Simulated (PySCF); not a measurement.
Si(SnH3)4.
Bonds: Si1–Sn2, Si1–Sn3, Si1–Sn4, Si1–Sn5. Hydrogens: H6, H7, H8 on Sn2; H9, H10, H11 on Sn3; H12, H13, H14 on Sn4; H15, H16, H17 on Sn5.

Computed by this run: PBE0-D3(BJ)/def2-SVP geometry optimisation, gas phase, def2 core potentials past Kr in PySCF 2.14.0; density fitting, grid level 1; the optimiser is geomeTRIC in internal coordinates, started from a GFN2-xTB structure with every atom displaced at random (about 0.03 Å).

Step 0: E = -31391.7563 eV
```
atom  x, y, z in Å  |  force x, y, z in eV/Å
Si1     0.0651   -0.0762    0.0124   -0.606   0.862   0.009
Sn2     0.8792    1.8451   -1.5456    0.438   0.113   0.290
Sn3     0.2643   -2.2904   -1.1614    1.648  -0.203   1.593
Sn4     1.3791    0.0435    2.2224   -2.146  -0.336   0.443
Sn5    -2.5083    0.3648    0.4097    1.401   0.254   0.813
H6     -0.3139    2.7315   -2.3384   -0.503   0.091  -0.136
H7      1.9334    1.3042   -2.7555    0.165  -0.318  -0.271
H8      1.8390    3.0387   -0.7511   -0.117  -0.131   0.212
H9     -0.8288   -2.6131   -2.2440   -1.887  -0.326  -1.736
H10     0.2613   -3.5903   -0.0529   -0.107  -0.020   0.231
H11     1.7659   -2.4466   -1.8988    0.525   0.107  -0.275
H12     2.5638   -1.0506    2.3330    1.183  -1.074  -0.026
H13     0.2399   -0.2889    3.5317    0.308  -0.018  -0.479
H14     1.9181    1.5275    2.6128    0.540   1.336   0.080
H15    -2.9268    1.9622    0.6377    0.102   0.870   0.035
H16    -3.4957   -0.1222   -0.7652   -0.856  -0.696  -1.462
H17    -3.0640   -0.3398    1.8134   -0.088  -0.512   0.677
```

Question: Estimate the geometry and energy of step 1. (The exact step hangs on the optimiser's Hessian estimate; all steps are aligned on step 0, rigid shifts and turns removed.)

Answer: E = -31392.3451 eV, largest force 0.737 eV/Å
```
atom  x, y, z in Å  |  force x, y, z in eV/Å
Si1     0.0401   -0.0450    0.0293   -0.040   0.101  -0.216
Sn2     0.8641    1.8380   -1.5145    0.241   0.234  -0.386
Sn3     0.2801   -2.3127   -1.1565    0.031  -0.402  -0.357
Sn4     1.3239    0.0625    2.2506    0.398   0.058   0.212
Sn5    -2.4523    0.3856    0.4225   -0.718   0.102   0.128
H6     -0.4117    2.6926   -2.3095    0.057  -0.171   0.111
H7      1.9316    1.2350   -2.7381   -0.159  -0.009   0.122
H8      1.7797    3.0094   -0.6510   -0.059  -0.050   0.085
H9     -0.9626   -2.6098   -2.3675    0.391   0.189   0.417
H10     0.2284   -3.5923   -0.0008   -0.080   0.095  -0.043
H11     1.8390   -2.4330   -1.9083   -0.235   0.084   0.050
H12     2.6147   -1.1117    2.3130   -0.272   0.338  -0.059
H13     0.2209   -0.2908    3.5008   -0.107  -0.102   0.135
H14     1.9146    1.6692    2.5878   -0.054  -0.380  -0.195
H15    -2.8014    2.0787    0.6334    0.146  -0.279  -0.074
H16    -3.4435   -0.1795   -0.9107    0.349   0.120   0.345
H17    -2.9942   -0.3968    1.8798    0.110   0.071  -0.275
```

The energy changes by -0.5889 eV. The first-order estimate −F·Δx gives -1.6260 eV and the mean of the old and new forces, exact on a quadratic surface, -0.6577 eV. The step makes an angle of 48° with the force vector and moves no atom by more than 0.182 Å.

What follows is the cost of the whole optimisation. The run took 20 min of wall time on one thread, AMD EPYC (x86_64), no GPU, shared host with 64 logical CPUs at a one-minute load of 49, and the process peaked at 0.93 GiB of memory.
